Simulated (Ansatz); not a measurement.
System: TiN, charge 0, multiplicity 2. The spin state was set by rule; other spins were not relaxed. SMILES: [N]#[Ti]
Geometry: optimised at B3LYP-D3(BJ)/def2-TZVP (Ansatz, a quantum-chemistry and plane-wave program).

Parts of the frozen-core correlation energy in def2-SVP (Ansatz, hartree). Frozen orbitals: 10; correlated occupied orbitals by spin: 5 and 4; virtual: 30 and 31. Open shells are spin-unrestricted. Spin-orbit coupling is left out. No relativistic terms. The program attaches cautions to this run: large difference.

| term | value |
|---|---|
| reference (HF) | -902.57229 |
| MP2 opposite-spin | -0.19131 |
| MP2 same-spin | -0.09031 |
| CCSD correlation | -0.29644 |
| (T) | -0.02066 |
| CCSDT minus CCSD(T) | -0.00359 |
| CCSDT(Q) minus CCSD(T) | -0.00774 |
| T1 diagnostic | 0.113 |
| largest doubles amplitude | 0.087 |
| <S^2> of the reference | 1.184 |
